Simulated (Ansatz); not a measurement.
This singlet lies 2.30 eV below the relaxed triplet at the level frozen-core CCSD(T)/cc-pVTZ // PBE0-D4/def2-SVP (Ansatz, a program for electronic structure).

Z-matrix (Å, degrees):
```
N
H 1 1.0114
C 1 1.3251 2 119.25
O 3 1.3174 1 112.85 2 -179.99
H 4 0.9835 3 113.63 1 -0.01
H 1 1.0300 2 116.37 3 180.00
```
Charge 0, spin multiplicity 1.

Method: frozen-core CCSD(T)/cc-pVTZ // PBE0-D4/def2-SVP run with Ansatz.

```yaml
HF energy: -168.93550 Ha
MP2 correlation energy: -0.59603 Ha
```

Question: Estimate the CCSD correlation energy, the (T) correction, the total energy and the T1 diagnostic.

Answer: 
The CCSD correlation energy comes out as -0.61290 Ha, the (T) correction is -0.02533 Ha and the CCSD(T) total energy comes out as -169.57373 Ha. The T1 diagnostic is 0.017.
